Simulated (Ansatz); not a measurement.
Ansatz (an electronic-structure program) input for WF6, SMILES [F][W]([F])([F])([F])([F])[F], multiplicity 1, CAM-B3LYP/def2-SVPD. Geometry optimised at PBE-D3(BJ)/def2-SVP. The spin state was assumed, not searched. The isomer is the one that the SMILES or the coordinates give; other isomers of the formula were not compared. The def2 effective core potentials stand for the cores of W; spin–orbit coupling is left out.

Ansatz 0.2 input:
```yaml
crystal:
  periodic: [false, false, false]
  atoms:
    - {symbol: W, position_ang: [0.00000000, 0.00000000, 0.00000000]}
    - {symbol: F, position_ang: [0.00000000, 1.86131699, 0.00000000]}
    - {symbol: F, position_ang: [0.00000000, -1.86131699, 0.00000000]}
    - {symbol: F, position_ang: [0.00000000, 0.00000000, -1.86131699]}
    - {symbol: F, position_ang: [1.86131699, 0.00000000, -0.00000000]}
    - {symbol: F, position_ang: [-1.86131699, 0.00000000, 0.00000000]}
    - {symbol: F, position_ang: [0.00000000, 0.00000000, 1.86131699]}
basis:
  gaussian:
    orbitals: def2-SVPD
hamiltonian:
  xc: {name: CAM-B3LYP}
```

Log of the run:

```
WARN ansatz: RAYON_NUM_THREADS=1 ignored (pool sized by the plan → 1); use --threads N
Functional definition: CAM-B3LYP
integrals: 0.14 GiB planned
1466 factors; their error is unknown
integrals: 0.17 GiB planned
479 factors; integrals over basis functions are off by at most 2.0e-5 eV
mean field: 1.28 GiB planned
mean field evaluation 1: about -18101.8752 eV, gradient 9.5e1 eV
mean field evaluation 2: about -18030.1910 eV, gradient 2.4e2 eV
mean field evaluation 4: about -18117.7224 eV, gradient 4.0e0 eV
mean field evaluation 8: about -18117.8739 eV, gradient 2.4e-2 eV
mean field evaluation 16: about -18117.8739 eV, gradient 1.2e-5 eV
mean field -18117.87387075 eV, -665.8195840142 hartree, gradient 1.2e-5 eV, S^2 0.000000; 0 other end points of the search recorded, 0 dependent functions left out
reference -18117.87400812 eV, -665.8195890624 hartree; 34, 34 occupied and 139, 139 virtual orbitals, 1466 factors
Total energy: -18117.87400812 eV, -665.8195890624 hartree
```

The calculation finished and met its thresholds.
